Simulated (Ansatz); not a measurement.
Wavefunction ladder for C2H6BISi (`IC1CB[SiH2]1`)

```xyz
11

I    -1.578    2.411    0.416
C    -0.838    0.403    0.309
C    -0.343   -0.078   -1.067
B     0.765   -1.094   -0.610
Si    0.792   -0.107    1.156
H    -1.671   -0.209    0.654
H    -1.109   -0.342   -1.801
H     0.265    0.718   -1.539
H     1.239   -2.014   -1.202
H     1.763    1.021    1.171
H     0.713   -0.708    2.515
```

Charge 0, multiplicity 1. Correlated methods include outer-core shells of I, which these sets cover unevenly. I: def2 effective core potential. Geometry: relaxed with PBE0-D4/def2-TZVP. Frozen core, restricted reference, the Gaussian-basis code of Ansatz.

```csv
basis,HF (Eh),MP2 corr.
def2-SVP,-689.27067,-0.57350
def2-TZVPP,-689.49527,-1.05393
def2-QZVPP,-689.50994,-1.26097
```

Question: Estimate the CCSD correlation energy and the (T) correction in each basis where they were run (hartree).

Answer: 
| basis | CCSD corr. | (T) |
| --- | --- | --- |
| def2-SVP | -0.62945 | -0.02109 |
| def2-TZVPP | -1.06742 | -0.03750 |
